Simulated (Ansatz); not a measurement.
Input for Ansatz (an electronic-structure program): R-PBE/def2-TZVPP on H3NSeTe (SMILES N[Te][SeH]), a point of a torsion scan. Elements past Kr take the def2 small-core potentials; no spin–orbit coupling.

Ansatz 0.2 input:
```yaml
crystal:
  periodic: [false, false, false]
  atoms:
    - {symbol: N, position_ang: [-1.16243967, 0.14587005, -0.09263701]}
    - {symbol: Te, position_ang: [0.07883491, -0.95674985, 1.07880266]}
    - {symbol: Se, position_ang: [2.03888102, -0.50229945, -0.44571341]}
    - {symbol: H, position_ang: [-1.95065504, -0.39308500, -0.42136250]}
    - {symbol: H, position_ang: [-1.52232809, 0.96232186, 0.38133744]}
    - {symbol: H, position_ang: [3.02370629, -0.56972880, 0.60761867]}
basis:
  gaussian:
    orbitals: def2-TZVPP
hamiltonian:
  xc: {name: PBE}
scf: {lower_state_search: off}
```

Output:

```
WARN ansatz: RAYON_NUM_THREADS=1 ignored (pool sized by the plan → 1); use --threads N
Functional definition: PBE
these checks for a lower state are left out or cut short: stability, starts, cluster_reference, orbital_swaps, neighbouring_geometries, increment
integrals: 0.09 GiB planned
1105 factors; their error is unknown
mean field: 0.59 GiB planned
mean field evaluation 1: about -74161.0299 eV, gradient 7.2e1 eV
mean field evaluation 2: about -74080.0360 eV, gradient 1.5e2 eV
mean field evaluation 4: about -74169.6347 eV, gradient 2.6e1 eV
mean field evaluation 8: about -74171.2185 eV, gradient 3.7e-1 eV
mean field evaluation 16: about -74171.0622 eV, gradient 6.2e-3 eV
mean field -74171.06220640 eV, -2725.7362611335 hartree, gradient 4.8e-6 eV, S^2 0.000000; 0 other end points of the search recorded, 0 dependent functions left out
reference -74171.06224102 eV, -2725.7362624058 hartree; 34, 34 occupied and 137, 137 virtual orbitals, 1105 factors
Total energy: -74171.06224102 eV, -2725.7362624058 hartree
Checks for a lower state left out: stability, starts, cluster_reference, orbital_swaps, neighbouring_geometries, increment
```

Self-consistency was reached.

Cost: roughly 4 core-seconds.
